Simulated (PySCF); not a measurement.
Species: C₃H₈NO₂Si₂ (doublet state).
Z-matrix (Å and degrees, GFN2-xTB geometry), rows numbered from 1:
```
N 
C   1  1.3497
O   2  1.2165  1  122.16
Si  2  1.9101  1  115.95  3   179.61
C   4  1.9207  2  115.90  1   -96.82
C   5  1.4798  4  105.96  2   133.37
Si  6  1.8468  5  115.02  4   -15.15
O   4  1.6287  2  107.06  1    12.40
H   1  1.0043  2  119.93  3   174.25
H   1  1.0093  2  120.01  3     3.97
H   4  1.4603  2  112.08  1   133.49
H   5  1.0918  4  115.44  2  -102.87
H   5  1.0976  4  109.22  2    15.43
H   6  1.0789  5  118.33  4   161.58
H   7  1.4605  6  115.51  5   116.86
H   7  1.4633  6  118.23  5  -104.49
```

The hyperfine couplings belong to this conformer and change with its torsions.

The species is `NC(=O)[Si@H]1C[CH][SiH2]O1` [radical].

Computed with UKS B3LYP, pcH-1 on C H N O Si, non-relativistic, mean-field spin-orbit, GIAO in PySCF. One conformer (not necessarily the lowest) at the GFN2-xTB geometry, without solvent, vibrations or thermal averaging. Couplings are sensitive to structure, and on GFN2-xTB geometries they can be far from those on DFT ones. Stability of the SCF solution: not tested.

Q: Break the g tensor into its mass correction, gauge correction and orbital-Zeeman/spin–orbit terms.

A: 
| Δg (ppm) | 1 | 2 | 3 |
| --- | --- | --- | --- |
| relativistic mass correction | -127 | -127 | -127 |
| gauge correction | -1 | 25 | 14 |
| orbital Zeeman/spin–orbit | 87 | 565 | 922 |
| total | -42 | 462 | 809 |

So g = 2.00228, 2.00278, 2.00313 and g_iso = 2.00273; the tensor is rhombic: the two nearest values differ by 41 % of g3 − g1. Axes: g2 points within 11° of the C5–C6 bond.

Q: At 9.588 GHz, how far is the centre of the isotropic spectrum from where a free electron (g = 2.002319) resonates?

A: B = hν/(g μB) with μB/h = 13.99624 MHz/mT gives 342.12 mT for the free electron and 342.05 mT at g_iso, 0.07 mT lower.

Q: Average each term over the three axes. Which is largest in size?

A: The orbital-Zeeman/spin–orbit term 525, the mass correction -127 and the gauge correction 12 ppm, for a total of 410 ppm. The orbital-Zeeman/spin–orbit term is the largest in size. The mass correction is the same along every axis, so the anisotropy comes from the other two: their spans along these axes are 26 (gauge) and 836 ppm (orbital Zeeman/spin–orbit).

Q: In a frozen sample, at which fields do the three g values resonate at 9.5, 34, 94 and 263 GHz (hyperfine left aside), and which band first spreads them over more than twice a line width of 0.5 mT?

A: 
```
band    GHz  B(g3) mT  B(g2) mT  B(g1) mT  spread mT
   X    9.5    338.85    338.91    338.99       0.14
   Q   34.0   1212.71   1212.92   1213.23       0.52
   W   94.0   3352.80   3353.38   3354.22       1.42
   J  263.0   9380.71   9382.33   9384.69       3.98
```

The spread grows in proportion to the frequency. W band is the first where it exceeds 1.0 mT.

Largest spin populations (Mulliken): C6 (+0.99), C5 (-0.08) and H13 (+0.07). No atom but C6 exceeds +0.15. The positive populations add up to 1.15 and the negative ones to -0.15, together 2S = 1. The angles at C6 add up to 359.9°, so it is planar; its axial dipolar tensor and the negative coupling of its proton fit spin in a p orbital normal to that plane.

The HOMO–LUMO gaps are 5.92 eV among the α and 3.99 eV among the β orbitals.
